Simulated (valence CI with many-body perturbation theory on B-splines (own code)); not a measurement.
Values are calculated unless marked as measured or tabulated.
## Energy levels of Pm47+

Method: relativistic CI+MBPT: four valence electrons over a frozen Dirac-Fock core [Ne], a basis of 11 s, 11 p, 9 d, 7 f, 5 g, 2 h, 1 i functions for each j, with the one-electron correlation potential Σ1, the two-electron term Σ2, the three-electron term Σ3, Breit, model QED; selected CI, second order for the rest (own B-spline code, finite nucleus).

No measured spectrum was set against this ion. As an estimate, large intervals hold to a few tenths of a per cent, small ones and those within an open d or f shell to about a per cent.

Levels 1 to 45 of 64, with energies above the lowest level, (3s^2 3p1/2^2) J=0. "Leading %" is the weight of the configuration and term that name the level; weights of strongly mixed levels are sums over their largest components and can fall short. In the jj column 3d3/2^4 stands for four electrons in 3d with j = 3/2.

| No. | Configuration | Term | J | E (eV) | Leading % | g | Second component | Leading jj |
| --- | --- | --- | --- | --- | --- | --- | --- | --- |
| 1 | 3s²3p² | ³P | 0 | 0.00 | 70 |  | 29 % 3s²3p² ¹S | 3s^2 3p1/2^2 (99 %) |
| 2 | 3s²3p² | ³P | 1 | 135.12 | 99 | 1.493 |  | 3s^2 3p1/2 3p3/2 (99 %) |
| 3 | 3s²3p² | ¹D | 2 | 142.59 | 62 | 1.177 | 37 % 3s²3p² ³P | 3s^2 3p1/2 3p3/2 (99 %) |
| 4 | 3s3p³ | ³P° | 2 | 258.83 | 43 | 1.570 | 33 % 3s3p³ ⁵S° | 3s 3p1/2^2 3p3/2 (94 %) |
| 5 | 3s3p³ | ³D° | 1 | 281.66 | 36 | 1.011 | 21 % 3s3p³ ¹P° | 3s 3p1/2^2 3p3/2 (83 %) |
| 6 | 3s²3p² | ³P | 2 | 283.15 | 62 | 1.306 | 37 % 3s²3p² ¹D | 3s^2 3p3/2^2 (98 %) |
| 7 | 3s²3p² | ¹S | 0 | 299.29 | 69 |  | 29 % 3s²3p² ³P | 3s^2 3p3/2^2 (98 %) |
| 8 | 3s²3p3d | ³F° | 2 | 307.38 | 73 | 0.760 | 20 % 3s²3p3d ¹D° | 3s^2 3p1/2 3d3/2 (98 %) |
| 9 | 3s²3p3d | ³D° | 1 | 339.56 | 47 | 0.880 | 23 % 3s²3p3d ¹P° | 3s^2 3p1/2 3d3/2 (84 %) |
| 10 | 3s²3p3d | ³P° | 2 | 351.73 | 38 | 1.335 | 31 % 3s²3p3d ³D° | 3s^2 3p1/2 3d5/2 (86 %) |
| 11 | 3s²3p3d | ³F° | 3 | 353.46 | 53 | 1.126 | 22 % 3s²3p3d ³D° | 3s^2 3p1/2 3d5/2 (93 %) |
| 12 | 3s3p³ | ³D° | 2 | 393.08 | 49 | 1.460 | 34 % 3s3p³ ⁵S° | 3s 3p1/2 3p3/2^2 (84 %) |
| 13 | 3s3p³ | ³D° | 3 | 404.49 | 88 | 1.300 | 8 % 3s²3p3d ³F° | 3s 3p1/2 3p3/2^2 (88 %) |
| 14 | 3s3p³ | ³P° | 0 | 413.59 | 88 |  | 11 % 3s²3p3d ³P° | 3s 3p1/2 3p3/2^2 (88 %) |
| 15 | 3s3p³ | ³P° | 1 | 423.79 | 39 | 1.265 | 22 % 3s3p³ ³D° | 3s 3p1/2 3p3/2^2 (83 %) |
| 16 | 3s3p³ | ¹D° | 2 | 425.85 | 56 | 1.090 | 10 % 3s²3p3d ³D° | 3s 3p1/2 3p3/2^2 (73 %) |
| 17 | 3s3p²3d | ⁵F | 1 | 433.89 | 46 | 0.401 | 33 % 3s3p²3d ³D | 3s 3p1/2^2 3d3/2 (96 %) |
| 18 | 3s3p³ | ³S° | 1 | 434.01 | 36 | 1.368 | 21 % 3s3p³ ³P° | 3s 3p1/2 3p3/2^2 (94 %) |
| 19 | 3s3p²3d | ³D | 2 | 439.06 | 28 | 1.160 | 24 % 3s3p²3d ⁵F | 3s 3p1/2^2 3d3/2 (93 %) |
| 20 | 3s²3p3d | ³F° | 3 | 472.30 | 38 | 1.115 | 34 % 3s²3p3d ¹F° | 3s^2 3p3/2 3d3/2 (89 %) |
| 21 | 3s²3p3d | ³D° | 2 | 473.05 | 42 | 1.061 | 17 % 3s²3p3d ¹D° | 3s^2 3p3/2 3d3/2 (75 %) |
| 22 | 3s²3p3d | ³P° | 1 | 473.88 | 49 | 1.133 | 32 % 3s²3p3d ³D° | 3s^2 3p3/2 3d3/2 (85 %) |
| 23 | 3s²3p3d | ³P° | 0 | 475.13 | 88 |  | 11 % 3s3p³ ³P° | 3s^2 3p3/2 3d3/2 (88 %) |
| 24 | 3s3p²3d | ³D | 3 | 476.47 | 29 | 1.365 | 24 % 3s3p²3d ⁵D | 3s 3p1/2^2 3d5/2 (94 %) |
| 25 | 3s²3p3d | ³F° | 4 | 485.31 | 99 | 1.242 |  | 3s^2 3p3/2 3d5/2 (99 %) |
| 26 | 3s3p²3d | ³F | 2 | 487.16 | 28 | 1.027 | 20 % 3s3p²3d ¹D | 3s 3p1/2^2 3d5/2 (88 %) |
| 27 | 3s²3p3d | ³P° | 2 | 489.83 | 42 | 1.268 | 36 % 3s²3p3d ¹D° | 3s^2 3p3/2 3d5/2 (89 %) |
| 28 | 3s²3p3d | ³D° | 3 | 513.07 | 52 | 1.175 | 44 % 3s²3p3d ¹F° | 3s^2 3p3/2 3d5/2 (90 %) |
| 29 | 3s²3p3d | ¹P° | 1 | 519.43 | 64 | 1.091 | 22 % 3s²3p3d ³P° | 3s^2 3p3/2 3d5/2 (93 %) |
| 30 | 3p⁴ | ³P | 2 | 546.60 | 30 | 1.182 | 13 % 3p⁴ ¹D | 3s 3p1/2 3p3/2 3d3/2 (48 %) |
| 31 | 3s3p²3d | ⁵D | 0 | 553.55 | 67 |  | 11 % 3s3p²3d ³P | 3s 3p1/2 3p3/2 3d3/2 (86 %) |
| 32 | 3s3p²3d | ⁵D | 1 | 556.05 | 55 | 1.179 | 21 % 3s3p²3d ⁵F | 3s 3p1/2 3p3/2 3d3/2 (98 %) |
| 33 | 3s3p²3d | ⁵F | 3 | 559.78 | 47 | 1.157 | 34 % 3s3p²3d ³F | 3s 3p1/2 3p3/2 3d3/2 (93 %) |
| 34 | 3s3p²3d | ⁵F | 2 | 560.56 | 30 | 1.173 | 19 % 3p⁴ ³P | 3s 3p1/2 3p3/2 3d3/2 (60 %) |
| 35 | 3s3p³ | ³P° | 2 | 563.55 | 47 | 1.390 | 19 % 3s3p³ ¹D° | 3s 3p3/2^3 (89 %) |
| 36 | 3p⁴ | ¹S | 0 | 566.18 | 39 |  | 25 % 3p⁴ ³P | 3p1/2^2 3p3/2^2 (63 %) |
| 37 | 3s3p²3d | ⁵F | 4 | 571.79 | 30 | 1.199 | 28 % 3s3p²3d ³F | 3s 3p1/2 3p3/2 3d3/2 (86 %) |
| 38 | 3s3p²3d | ³F | 2 | 583.20 | 62 | 0.898 | 8 % 3s3p²3d ³P | 3s 3p1/2 3p3/2 3d3/2 (80 %) |
| 39 | 3s3p²3d | ⁵D | 4 | 586.18 | 49 | 1.393 | 32 % 3s3p²3d ⁵F | 3s 3p1/2 3p3/2 3d5/2 (98 %) |
| 40 | 3s3p²3d | ⁵P | 3 | 586.63 | 33 | 1.373 | 24 % 3s3p²3d ³D | 3s 3p1/2 3p3/2 3d3/2 (74 %) |
| 41 | 3s3p³ | ¹P° | 1 | 587.66 | 40 | 1.195 | 25 % 3s3p³ ³S° | 3s 3p3/2^3 (94 %) |
| 42 | 3s3p²3d | ⁵P | 2 | 591.36 | 31 | 1.464 | 22 % 3s3p²3d ³D | 3s 3p1/2 3p3/2 3d3/2 (83 %) |
| 43 | 3s3p²3d | ⁵P | 1 | 591.60 | 38 | 1.821 | 23 % 3s3p²3d ³P | 3s 3p1/2 3p3/2 3d3/2 (94 %) |
| 44 | 3s3p²3d | ³G | 3 | 596.41 | 52 | 0.903 | 24 % 3s3p²3d ¹F | 3s 3p1/2 3p3/2 3d3/2 (96 %) |
| 45 | 3s3p²3d | ³D | 1 | 597.57 | 31 | 0.899 | 24 % 3s3p²3d ¹P | 3s 3p1/2 3p3/2 3d3/2 (79 %) |

The ionisation energy to 3s²3p ²P°1/2 of the next ion comes out as 4058.6 eV (NIST: 4056 ± 4 eV (theoretical)). All 64 levels together are meant to be complete up to 672.82 eV.
